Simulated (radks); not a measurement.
Species: the rhenium ion Re+. Configuration: [Xe] 4f13.5 5d5 6s1 6p0.5 (fractional occupations, a model configuration).

Method: scalar-relativistic Kohn-Sham, PBE, spin-unpolarised, spherical densities, point nucleus; computed with a radial shooting solver on a logarithmic mesh with Libxc functionals.

Energy parts (eV):
total: -454186.24
kinetic: 502028.93
electron-nucleus: -1123355.24
Hartree: 176113.08
exchange-correlation: -8973.01

Orbitals (lengths in bohr, moments of r in powers of bohr):
[
 {"orbital": "1s", "occ.": "2", "eigenvalue (eV)": "-71682.84", "<1/r>": "88.80"},
 {"orbital": "2s", "occ.": "2", "eigenvalue (eV)": "-12441.24", "<1/r>": "20.77"},
 {"orbital": "2p", "occ.": "6", "eigenvalue (eV)": "-10857.88", "<1/r>": "18.75"},
 {"orbital": "3s", "occ.": "2", "eigenvalue (eV)": "-2893.104", "<1/r>": "7.694"},
 {"orbital": "3p", "occ.": "6", "eigenvalue (eV)": "-2426.314", "<1/r>": "7.086"},
 {"orbital": "3d", "occ.": "10", "eigenvalue (eV)": "-1897.528", "<1/r>": "6.690"},
 {"orbital": "4s", "occ.": "2", "eigenvalue (eV)": "-616.0408", "<1/r>": "3.278"},
 {"orbital": "4p", "occ.": "6", "eigenvalue (eV)": "-462.7782", "<1/r>": "2.975"},
 {"orbital": "4d", "occ.": "10", "eigenvalue (eV)": "-270.6068", "<1/r>": "2.654"},
 {"orbital": "5s", "occ.": "2", "eigenvalue (eV)": "-97.3600", "<1/r>": "1.305"},
 {"orbital": "5p", "occ.": "6", "eigenvalue (eV)": "-58.5052", "<1/r>": "1.104"},
 {"orbital": "4f", "occ.": "13.5", "eigenvalue (eV)": "-57.1581", "<1/r>": "2.183"},
 {"orbital": "5d", "occ.": "5", "eigenvalue (eV)": "-15.2508", "<1/r>": "0.7407"},
 {"orbital": "6s", "occ.": "1", "eigenvalue (eV)": "-13.8112", "<1/r>": "0.4555"},
 {"orbital": "6p", "occ.": "0.5", "eigenvalue (eV)": "-7.7055", "<1/r>": "0.3403"}
]

The highest occupied level is 6p at -7.706 eV. Summed over all electrons, <r^2> = 57.90 bohr^2, which gives a Langevin (diamagnetic) susceptibility term of -45.9 x 10^-6 cm^3/mol.
